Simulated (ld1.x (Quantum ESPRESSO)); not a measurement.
**Configuration tests for nitrogen (PAW)**

N, PAW, made with ld1.x (Quantum ESPRESSO) 7.5 (LDA (PZ), non-relativistic). Core [He], reference 2s1.5 2p3.5. Waves: 2s (bound): rcut 0.95, rcutus 1.10 bohr; 2s channel at 2.75 Ry: rcut 0.95, rcutus 1.10 bohr; 2p (bound): rcut 1.25, rcutus 1.55 bohr; 2p channel at 0.05 Ry: rcut 1.25, rcutus 1.55 bohr. Local part: all-electron potential smoothed inside 1.25 bohr (lloc = -2). Core correction: Bessel-smoothed model core inside 1.15 bohr. Augmentation charge: BESSEL, radius 0.85 bohr.

Energies are relative to the spin-unpolarised reference configuration 2s1.5 2p3.5; without spin polarisation the order of configurations can differ from experiment. Not all tests gave a result: test run stopped at test 7 of 9 (negative rho).

```csv
valence configuration,charge,ΔE all-electron (eV),error AE − PS (meV)
2s2 2p3,0,-5.581,-0.1
2s2 2p2,+1,8.156,-1.0
2s2 2p1,+2,37.131,-8.8
2s1 2p4,0,5.593,0.0
2s2 2p2.5,+0.5,-0.412,-0.1
```

Q: What are ΔE and the potential's error for 2s1 2p3?

A: ΔE = 19.576 eV all-electron; the error (AE − PS) is -2.0 meV.
